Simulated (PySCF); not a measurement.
AlCl3, SMILES [Cl][Al-]([Cl])[Cl], charge -1, multiplicity 2. Atoms are numbered in the order given.

```xyz
4

Al     0.0000     0.0000    -0.6478
Cl     1.7943     1.0359     0.1651
Cl     0.0000    -2.0718     0.1651
Cl    -1.7943     1.0359     0.1651
```
Charge -1, spin multiplicity 2.

Geometry: TPSSh-D3(BJ)/def2-SVPD.

Calculation: B3LYP/pcH-1 (PySCF).

Unrestricted Kohn–Sham, ⟨S²⟩ = 0.751. Hyperfine tensors hold the contact and dipolar terms, without spin-orbit corrections.

Computed hyperfine couplings:
```json
[
 {"nucleus": "27Al no. 1", "A(iso) (MHz)": "1332.5", "A(iso) (G)": "475.5", "dipolar principal values (MHz)": "-39.6, -39.6, 79.3"},
 {"nucleus": "35Cl no. 2", "A(iso) (MHz)": "43.5", "A(iso) (G)": "15.5", "dipolar principal values (MHz)": "-14.6, -14.1, 28.7"},
 {"nucleus": "35Cl no. 3", "A(iso) (MHz)": "43.5", "A(iso) (G)": "15.5", "dipolar principal values (MHz)": "-14.6, -14.1, 28.7"},
 {"nucleus": "35Cl no. 4", "A(iso) (MHz)": "43.5", "A(iso) (G)": "15.5", "dipolar principal values (MHz)": "-14.6, -14.1, 28.7"}
]
```

Task: And the g tensor (effective nuclear charges for spin-orbit coupling, GIAO)? (The exact figures need the calculation; the answer reports its results.)

Result: principal values 2.0002, 2.0002, 2.0011; isotropic 2.0005.
